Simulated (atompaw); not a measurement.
**Which setting gave this result? (Cl (Z = 17), PAW (atompaw))**

Base potential:

```
Element                 : chlorine
Generator               : atompaw 4.2.0.5
Type                    : PAW
Functional              : PBE
Relativity              : scalar-relativistic
Frozen core             : [Ne]
Valence charge          : 7
Reference configuration : 3s2 3p4.5 (charge +0.5)
Partial waves           : 3s (bound): rc 1.40 bohr; 3s channel at -1.05 Ry: rc 1.40 bohr; 3p (bound): rc 1.50 bohr; 3p channel at 0.05 Ry: rc 1.50 bohr; 3d channel at 0.4 Ry: rc 1.50 bohr; 3d channel at 2.7 Ry: rc 1.20 bohr
Local potential         : bessel scheme, radius 1.40 bohr
Core correction         : smooth core density matched at 1.10 bohr
Augmentation charge     : sinc compensation charge, radius 1.15 bohr; PAW radius 1.50 bohr; waves and projectors: custom polynom vanderbiltortho
```

Cutoffs, loose and tight: the cutoffs (Ry, on a coarse ladder) from which the occupation-weighted sum of valence levels, in a spherical-Bessel basis at the reference potential, stays within 10 and 1 mRy of its value at 400 Ry. They see the waves, projectors and local potential, not the compensation charge or the core.

Only the scale of all radii (base = 1) is moved:

| scale of all radii (base = 1) | cutoff, loose | cutoff, tight | bound ghosts |
| --- | --- | --- | --- |
| 0.77 | 50 Ry | 90 Ry | s, p |
| 0.88 | 35 Ry | 60 Ry | none |
| 1.07 | 21 Ry | 30 Ry | none |
| 1.19 | 18 Ry | 25 Ry | none |
| 1.28 | 15 Ry | 21 Ry | none |

Task: One more run gave cutoff, loose: 25 Ry; cutoff, tight: 40 Ry; bound ghosts: none. Which value of the scale of all radii (base = 1) was used?

Result: 0.99. The loose cutoff moves one way along this sweep, from 50 Ry at 0.77 to 15 Ry at 1.28, which places the run between 0.88 and 1.07.
